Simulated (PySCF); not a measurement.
Numbering as in the mapped SMILES `[CH3:1][CH:2]([CH3:3])[CH2:4]/[P:5]=[P:6]\[C:7]([F:8])([F:9])[F:10]`. Hydrogens are named by the atom that carries them.

- shielding tensors at PBE0/pcSseg-1 (GIAO)
- structure optimised with GFN2-xTB
- run in PySCF
- single conformer, non-relativistic, no solvent, averaged over atoms made equivalent by symmetry, fast rotation or ring inversion

List the cross peaks expected in HSQC, COSY and HMBC spectra.

Answers



HSQC (one-bond C–H):
```csv
δH,δC
3.19 (H(C4)),54.9 (C4)
2.00 (H(C2)),31.8 (C2)
1.13 (H(C1)/H(C3)),25.6 (C1/C3)
```

COSY cross peaks (H two or three bonds apart, from the bond graph; peaks can be absent where the dihedral angle is near 90°):
```csv
δH,δH
3.19 (H(C4)),2.00 (H(C2))
2.00 (H(C2)),1.13 (H(C1)/H(C3))
```

HMBC (two and three bonds, from the bond graph):
```csv
δH,δC
3.19 (H(C4)),"31.8 (C2), 25.6 (C1/C3)"
2.00 (H(C2)),"54.9 (C4), 25.6 (C1/C3)"
1.13 (H(C1)/H(C3)),"54.9 (C4), 31.8 (C2), 25.6 (C1/C3)"
```

Referencing at the same level of theory: ¹H, ¹³C against TMS.

Short H···H contacts in this conformer between protons four or more bonds apart (candidates for NOE cross peaks, intensity ∝ r⁻⁶): H(C1)···H(C4) 2.46 Å.

Shifts are as computed. Against solution values, carbons near 30 ppm lie about +3 ppm off and those near 130 ppm about +5 ppm. Of 1211 compounds with measured shifts, 218 miss one by over three times the rms of a fit or turn the order of signals round; such compounds aren't used in these exercises.
